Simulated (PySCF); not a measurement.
CH3F3Ge, singlet, at a GFN2-xTB geometry. Base run: PBE0/6-31G, polarisability run with PySCF.

PySCF was given this input:
```python
from pyscf import gto, scf, dft
from pyscf.prop import polarizability

mol = gto.M(
    atom='''
Ge    1.13633299    0.18971772   -0.01097959
C    -0.83285592   -0.13905037    0.00804730
F    -1.47501333    0.66443613    0.87407741
F    -1.13513721   -1.40102530    0.36019803
F    -1.39540509    0.06783725   -1.19557257
H     1.33366205    1.60070618   -0.44038369
H     1.72500036   -0.77445444   -0.97951346
H     1.62581793   -0.04414920    1.37463429
''',
    basis='6-31g',
    verbose=4,
)

mf = dft.RKS(mol)
mf.xc = 'pbe0'
mf.kernel()
alpha = mf.Polarizability().polarizability()[2, 2]
print('alpha_zz =', alpha)
```

**Question.** The base was run again with changes. Order these runs by alpha_zz (bohr³), lowest first: functional = lda,vwn | basis = 6-31G* | functional = pbe | functional = camb3lyp | basis = STO-3G.

**Answer.** basis = STO-3G (alpha_zz (bohr³) 17.77), functional = camb3lyp (alpha_zz (bohr³) 32.64), functional = pbe (alpha_zz (bohr³) 33.89), functional = lda,vwn (alpha_zz (bohr³) 34.25), basis = 6-31G* (alpha_zz (bohr³) 34.80)

Finite-field rows take the second difference of the energy in a field along z; a small field with loose convergence shows SCF noise divided by the square of the field, and a large one adds hyperpolarisability.
